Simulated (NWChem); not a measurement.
H₂ClSi (+1) in NWChem

```xyz
4

Si     0.0000     0.0000    -0.9791
Cl     0.0000     0.0000     1.0029
H      1.3194     0.0000    -1.6710
H     -1.3194     0.0000    -1.6710
```
Charge +1, spin multiplicity 1.

Program: NWChem. All single points use one geometry, from PBE/def2-SVP, a minimum by its harmonic frequencies.

Symmetry labels belong to the abelian group C2v used in the runs, with the axes of the coordinates shown; states degenerate in a higher group split over its labels.

The spin multiplicity of the parent species was assumed, not shown to be that of its ground state. The structure started from a generated list of species.

Problem. List the lowest 6 singlet excitations that TDA-BHandHLYP/aug-cc-pVDZ gives, with oscillator strengths.

Solution. 
| state | symmetry | energy (eV) | wavelength (nm) | f |
|---|---|---|---|---|
| 1 | a2 | 5.03 | 247 | 0.000 |
| 2 | a1 | 6.64 | 187 | 0.084 |
| 3 | a2 | 7.08 | 175 | 0.000 |
| 4 | b2 | 7.29 | 170 | 0.004 |
| 5 | b1 | 7.95 | 156 | 0.035 |
| 6 | b2 | 8.51 | 146 | 0.028 |
